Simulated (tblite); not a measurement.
C₆H₆FNO.
Geometry (GFN2-xTB, Å), atoms numbered from 1 in this order:
```xyz
15
C6H6FNO angstrom
C     -2.4203    1.4497    0.1655
C     -1.7747    0.4383    0.1018
C     -1.0029   -0.7425    0.0235
C     -1.5416   -1.9651    0.0124
F     -2.8536   -2.1892    0.0723
C      0.4945   -0.6509   -0.0512
O      1.1990   -1.6374   -0.1207
N      0.9659    0.6118   -0.0316
C      2.3728    0.9163   -0.0889
H     -3.0013    2.3211    0.2261
H     -0.9498   -2.8670   -0.0468
H      0.3086    1.3755    0.0255
H      2.6029    1.5140   -0.9728
H      2.9110   -0.0287   -0.1400
H      2.6851    1.4621    0.8030
```

Method: GFN2-xTB as coded in tblite; computed harmonic values from a numerical Hessian at the method's own geometry, unscaled. Against measured fundamentals such values can be off by several per cent, at times by over 20. One conformer, not necessarily the lowest.

Harmonic wavenumbers (cm⁻¹): 39.1, 117.1, 117.5, 120.4, 142.0, 227.2, 257.9, 270.5, 363.2, 386.4, 465.8, 482.1, 521.7, 633.2, 639.6, 707.2, 720.8, 815.3, 817.2, 1019.2, 1107.4, 1119.5, 1138.3, 1149.3, 1205.1, 1275.0, 1393.6, 1423.4, 1461.0, 1481.0, 1656.9, 1736.7, 2247.2, 2973.9, 2990.0, 3037.1, 3089.8, 3396.3, 3431.4.

A = 2606, B = 1133, C = 793.8 MHz; mass 127.043 u (most abundant isotopes); point group Cs, symmetry number 1.

Q: What is the zero-point energy?

A: ½Σν̃ = 23088 cm⁻¹ = 276.19 kJ/mol.

Q: Give the ideal-gas entropy at 350 K and 1 bar in the rigid-rotor, harmonic-oscillator model (classical rotation).

A: Translation 172.61, rotation 124.62, vibration 142.01: S = 439.2 J/(mol K).

Q: And Cp and H(350 K) − H(0)?

A: Cp = 169.81 J/(mol K), of which vibrations give 136.55 (their classical limit is 39 R = 324.3); H(350 K) − H(0) = 37.38 kJ/mol without the zero-point energy, 25.74 from vibrations.

Q: What must be added to the electronic energy to get the Gibbs energy at 350 K and 1 bar?

A: ZPE + [H(350 K) − H(0)] − T·S = 276.19 + 37.38 − 153.73 = 159.84 kJ/mol.

Q: Which modes carry the vibrational entropy at 350 K?

A: 39.1 cm⁻¹: 23.52; 117.1 cm⁻¹: 14.47; 117.5 cm⁻¹: 14.45; 120.4 cm⁻¹: 14.25; 142.0 cm⁻¹: 12.91; 227.2 cm⁻¹: 9.18 J/(mol K); the other 33 give 53.23 together.

Q: Blend soft modes into free rotors: weight 1/[1 + (100 cm⁻¹/ν̃)⁴] for the oscillator and the rest for a rotor with moment μB/(μ + B), μ = h/(8π²ν), B = 10⁻⁴⁴ kg m². What vibrational entropy results?

A: 132.35 J/(mol K) in place of 142.01, which changes −T·S at 350 K by +3.38 kJ/mol.

Hindered rotation and anharmonicity are outside this model. Other conformers, if any are populated, would add a mixing term that is left out.
